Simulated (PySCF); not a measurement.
**Ionisation energy of B⁺ by level of theory**

B⁺ [He] 2s2 (1S) → B²⁺ [He] 2s1 (2S), as a difference of total energies. All numbers are calculated (PySCF 2.14, no relativity, point nucleus, in aug-cc-pwCVTZ (7s6p4d2f, 59 functions)). Correlated levels: valence: 1s2 frozen. The calculations carry no spin-orbit coupling.

```tsv
method	ionisation energy (eV)	error (eV)
UHF	23.442	-1.713
MP2 (valence)	24.455	-0.700
SCS-MP2 (valence)	24.658	-0.497
CCSD (valence)	25.092	-0.063
```

Reference: 25.155 eV (measured; NIST Atomic Spectra Database, ionization energies).

Errors of the correlated levels include the incompleteness of this basis and the frozen core.

With two correlated electrons CCSD is exact in that space.
